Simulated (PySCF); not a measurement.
# Cu⁺ (copper, charge +1) across methods

[Ar] 3d9 4p1, one real determinant (an excited configuration). Calculation: PySCF 2.14, in ANO-RCC-VTZP; scalar relativity by spin-free X2C-1e. The B2PLYP total includes its PT2 part (frozen core); its orbital energies are those of the SCF part.

```
method  E (hartree)  mean ε 3d α (eV)  mean ε 3d β (eV)  mean ε 4p α (eV)  Σ⟨r²⟩ (bohr²)   ⟨S²⟩
   UHF  -1652.68667           -31.427           -29.795           -11.313          27.87  2.001
B2PLYP    -1653.891           -26.692           -25.361           -10.472          27.60  2.001
r2SCAN    -1654.152           -21.373           -20.214            -9.573          27.39  2.001
M06-2X    -1654.210           -27.113           -25.791           -10.666          27.75  2.001
  PBE0    -1653.943           -23.860           -22.651           -10.025          27.51  2.000
   PBE    -1653.937           -21.117           -20.022            -9.439          27.55  2.000
   LDA    -1651.276           -21.506           -20.356            -9.502          27.45  2.000
```

Task: Estimate the same row for CAM-B3LYP.

Result: E (hartree) = -1654.290; mean ε 3d α (eV) = -25.410; mean ε 3d β (eV) = -24.268; mean ε 4p α (eV) = -11.077; Σ⟨r²⟩ (bohr²) = 27.47; ⟨S²⟩ = 2.000.

⟨L²⟩ = 8.01 against 12 for a pure F term, so this real determinant mixes terms.
